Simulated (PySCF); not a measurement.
Input of a run (PBE0-D3(BJ)/def2-SVP geometry optimisation, gas phase (PySCF 2.14.0)), started from GFN2-xTB:
```
{"job": {"xc": "PBE0", "basis": "def2-SVP", "d3": "d3bj", "grid": 1, "kind": "geom"}, "charge": 0, "multiplicity": 1}
C      2.847761     0.831262    -0.463019
C      3.139386    -0.186339     0.387968
S      1.727225    -0.989935     0.949202
C      0.710440     0.070949     0.014120
C     -0.710791    -0.071102     0.032855
C     -1.467277    -0.979973     0.724777
C     -2.849668    -0.829702     0.505448
C     -3.138806     0.187396    -0.347130
S     -1.724642     0.989100    -0.905983
C      1.464863     0.981076    -0.678524
H      3.593675     1.454743    -0.922618
H      4.099764    -0.520761     0.726294
H     -1.035436    -1.726864     1.367208
H     -3.597162    -1.452524     0.963353
H     -4.098164     0.522469    -0.687982
H      1.031233     1.729148    -1.318332
```

Output (energies in Eh, forces in Eh/bohr):
```
step   0  E = -1103.73665536  max force = 0.012094
step   1  E = -1103.73894929  max force = 0.001672
step   2  E = -1103.73895485  max force = 0.000926
step   3  E = -1103.73896664  max force = 0.000388
optimisation converged
```

Q: Summarise the run.

A: The energy falls by 6.1 kJ/mol over 4 energy and gradient evaluations, the largest force component goes from 0.0121 to 3.9e-04 Eh/bohr, and the atoms move by 0.030 Å rms after alignment. The bond that changes most is C4–C5 (both ends substituted aromatic carbon), which lengthens by 0.020 Å. Bonds longer at the end by more than 0.005 Å: 13 of 17; shorter: 2. The energy never rose by more than 1e-6 Eh on the way. The first step brought 99 % of the lowering.

Q: What are the final bond lengths?

A: C1–C2 1.370 Å, C2–S3 1.717 Å, S3–C4 1.734 Å, C4–C5 1.448 Å, C5–C6 1.380 Å, C6–C7 1.419 Å, C7–C8 1.370 Å, C8–S9 1.717 Å, C4–C10 1.380 Å, C1–C10 1.419 Å, C5–S9 1.735 Å, C1–H11 1.091 Å, C2–H12 1.089 Å, C6–H13 1.091 Å, C7–H14 1.091 Å, C8–H15 1.089 Å, C10–H16 1.091 Å. Numbering counts from 1 in the input's order; the species is `c1csc(-c2cccs2)c1`.

The run used 178 basis functions and 28 SCF cycles in all. Hardware: one thread, Arm Neoverse V1 (shared host). Cost: 66 s wall.

No PBE0-D3(BJ)/def2-SVP frequencies stand behind this structure, so it isn't proved a minimum. One conformer, not necessarily the lowest.

Conformer computed: `[cH:1]1[cH:2][s:3][c:4](-[c:5]2[cH:6][cH:7][cH:8][s:9]2)[cH:10]1`: S3–C4–C5–C6 0°.
